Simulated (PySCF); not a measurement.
## TDDFT excited states: [C7H7]+

Species: C7H7 (charge +1).
SMILES: `[CH2+]c1ccccc1`

Computed, not measured: PySCF, TDDFT wB97X-D/def2-SVPD, vertical, gas phase, core orbitals frozen in the response. Geometry: PBE0-D3(BJ)/def2-SVP; no solvent, vibrations or thermal averaging.

| state | E (eV) | E (hartree) | f | symmetry | main configurations (H = HOMO, L = LUMO) |
| --- | --- | --- | --- | --- | --- |
| S1 | 3.28 | 0.1205 | 0.034 | B1 or B2 | H→L (99%) |
| S2 | 4.81 | 0.1767 | 0.384 | A1 | H-1→L (95%) |
| S3 | 4.85 | 0.1781 | 0.0003 | – | H-2→L (97%) |
| S4 | 5.36 | 0.1971 | 0.0002 | – | H-3→L (96%) |
| S5 | 6.49 | 0.2387 | 0.0000 | – | H-5→L (95%) |
| S6 | 6.74 | 0.2476 | 0.165 | A1 | H-4→L (71%), H→L+1 (27%) |
| S7 | 6.91 | 0.2538 | 0.0007 | – | H-1→L+1 (50%), H→L+2 (50%) |
| S8 | 6.99 | 0.2569 | 0.0041 | B1 or B2 | H-6→L (89%) |
| S9 | 7.31 | 0.2685 | 0.344 | A1 | H→L+1 (63%), H-4→L (27%) |
| S10 | 7.34 | 0.2698 | 0.0000 | – | H-7→L (92%) |

Triplets, Tamm–Dancoff:

| state | E (eV) | λ (nm) | main configurations (H = HOMO, L = LUMO) |
| --- | --- | --- | --- |
| T1 | 2.22 | 559.6 | H→L (98%) |
| T2 | 2.54 | 489.0 | H-1→L (96%) |
| T3 | 4.62 | 268.4 | H→L+1 (75%), H-4→L (22%) |
| T4 | 4.65 | 266.6 | H-2→L (94%) |

The lowest singlet comes at 378 nm (316 kJ/mol) in the ultraviolet; it is of moderate strength; its leading configuration is HOMO→LUMO (99%). The most intense listed level is S2 at 4.81 eV (258 nm, f = 0.384), 1.53 eV above S1. Löwdin shares by element: HOMO carbon 83% or more (atoms not listed hold the other 17%); LUMO carbon 73% or more (atoms not listed hold the other 27%). Weighted by f, the mean energy of these states is 6.03 eV. The listed states span 4.06 eV, and the widest gap between neighbours is 1.53 eV (S1 to S2). Orbital energies (eV): HOMO-3 -17.45, HOMO-2 -16.96, HOMO-1 -15.45, HOMO -14.69, LUMO -7.22, LUMO+1 -3.69, LUMO+2 -2.95. No computed singlet lies in the visible range (380 to 750 nm); the lowest, at 378 nm, stands 0.02 eV above its violet end (3.26 eV); a Tamm–Dancoff triplet lies at 560 nm, without intensity as long as spin–orbit coupling is left out. All these states lie below the vertical ionisation energy of 14.81 eV (ΔSCF). Symmetry labels in C2v follow from the direction of the transition dipole and are given only for states with f of 0.002 or more; B1 and B2 swap with the choice of axes. Only the lowest 10 singlets were computed, as vertical energies without vibronic structure.

Time: 2.0 min of wall time. Hardware: x86-64 server, one thread (shared host).
